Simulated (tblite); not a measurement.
Compound: C6H11B2N.
Atom-mapped SMILES: `[BH2:1][BH:2][CH2:3][CH2:4][n:5]1[cH:6][cH:7][cH:8][cH:9]1` (hydrogens: H10, H11 on B1; H12 on B2; H13, H14 on C3; H15, H16 on C4; H17 on C6; H18 on C7; H19 on C8; H20 on C9)

Computed with GFN2-xTB (tblite), gas phase: L-BFGS steps from a force-field or distance-geometry start until the largest atomic force falls under 0.01 eV/Å.

Geometry at step 18:
```
atom  x, y, z in Å
B1      3.8921    0.0457   -0.0280
B2      2.5972    0.2988   -0.9841
C3      1.1601   -0.3243   -0.7067
C4      0.2144    0.6790   -0.0174
N5     -1.1265    0.1689    0.0784
C6     -1.6369   -0.5008    1.1469
C7     -2.9627   -0.7416    0.9186
C8     -3.2673   -0.1952   -0.3425
C9     -2.1170    0.3584   -0.8338
H10     4.5080   -0.9562   -0.0030
H11     4.2752    0.8723    0.7159
H12     2.6093    0.9244   -1.9826
H13     0.7127   -0.5741   -1.6721
H14     1.2129   -1.2307   -0.1012
H15     0.2016    1.6168   -0.5856
H16     0.5643    0.8894    0.9972
H17    -1.0230   -0.7508    1.9915
H18    -3.6449   -1.2417    1.5747
H19    -4.2268   -0.2069   -0.8189
H20    -1.9478    0.8792   -1.7599
```

**Question.** Give the atomic forces at this geometry.

**Answer.** 
| atom | Fx (eV/Å) | Fy (eV/Å) | Fz (eV/Å) |
| --- | --- | --- | --- |
| B1 | -0.063 | 0.073 | -0.025 |
| B2 | 0.166 | -0.061 | -0.087 |
| C3 | -0.017 | 0.051 | 0.024 |
| C4 | 0.052 | -0.094 | -0.063 |
| N5 | -0.045 | 0.192 | 0.060 |
| C6 | 0.044 | 0.043 | -0.061 |
| C7 | 0.002 | -0.003 | -0.057 |
| C8 | -0.052 | -0.026 | -0.013 |
| C9 | -0.033 | -0.015 | 0.027 |
| H10 | -0.009 | 0.108 | -0.086 |
| H11 | -0.047 | -0.078 | 0.040 |
| H12 | 0.197 | 0.075 | 0.046 |
| H13 | -0.107 | -0.152 | 0.109 |
| H14 | -0.146 | 0.016 | -0.011 |
| H15 | -0.041 | -0.073 | 0.055 |
| H16 | 0.088 | 0.030 | -0.033 |
| H17 | 0.000 | 0.017 | -0.032 |
| H18 | -0.020 | -0.051 | 0.042 |
| H19 | -0.022 | 0.002 | -0.053 |
| H20 | 0.053 | -0.055 | 0.119 |

The largest, 0.22 eV/Å, acts on H12 (H13 within 3 % of it); the rms over all components is 0.073 eV/Å. The forces sum to zero within rounding, as they must for an isolated molecule in no field.

**Question.** Give the force on H12 in Eh/bohr and in nN.

**Answer.** 0.216 eV/Å ÷ 51.422 = 0.00420 Eh/bohr, and 0.216 eV/Å × 1.602 = 0.35 nN.

**Question.** How far is this geometry from the end of the optimisation?

**Answer.** 0.124 eV above it, and 0.774 Å rms away after alignment. The bonds farthest from their final lengths, with half the difference of the two atoms' forces along the bond (positive lengthens):

| bond | now (Å) | final (Å) | force along bond (eV/Å) |
| --- | --- | --- | --- |
| B1–B2 | 1.629 | 1.623 | -0.08 |
| C3–C4 | 1.541 | 1.536 | -0.09 |
| B2–C3 | 1.591 | 1.587 | +0.07 |
| B1–H10 | 1.176 | 1.173 | 0.00 |
| C4–H15 | 1.097 | 1.094 | -0.02 |
| C9–H20 | 1.076 | 1.073 | -0.04 |

The angle farthest from its final value is C3–B2–H12, 111.4° against 115.6°.

What follows is the cost of the whole relaxation. The run took 2.2 s wall on Arm Neoverse N1, one thread, shared host.
